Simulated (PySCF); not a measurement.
Sc⁺: interval between two levels

Sc⁺ [Ar] 3d1 4s1 [3D3, M_J = 3] → Sc⁺ [Ar] 4s2, as a difference of total energies. Computed with PySCF 2.14 in x2c-TZVPall-2c with one added diffuse shell each of s, p, d type (7s8p5d1f, 63 functions), with the two-component X2C-1e Hamiltonian. Correlated levels: [Ne] frozen. "Screened" scales the spin-orbit matrix elements by Boettger's factors to mimic the two-electron term; Breit and QED terms are absent.

| method | interval between two levels (cm⁻¹) |
| --- | --- |
| GHF (spin-free) | 15844 |
| GMP2 (spin-free) | 8058.8 |
| GHF (screened spin-orbit) | 15770 |
| GMP2 (screened spin-orbit) | 7982.4 |

Errors of the correlated levels include the incompleteness of this basis and the frozen core.

The labels give the starting determinants; with spin-orbit coupling the two ends relaxed to ⟨J²⟩ = 12.01, ⟨L²⟩ = 6.01, ⟨S²⟩ = 2.00 and ⟨J²⟩ = 0.00, ⟨L²⟩ = 0.00, ⟨S²⟩ = 0.00.

For comparison: 11559 cm⁻¹ (measured; NIST Handbook of Basic Atomic Spectroscopic Data (Sansonetti and Martin, J. Phys. Chem. Ref. Data 34, 1559 (2005))).
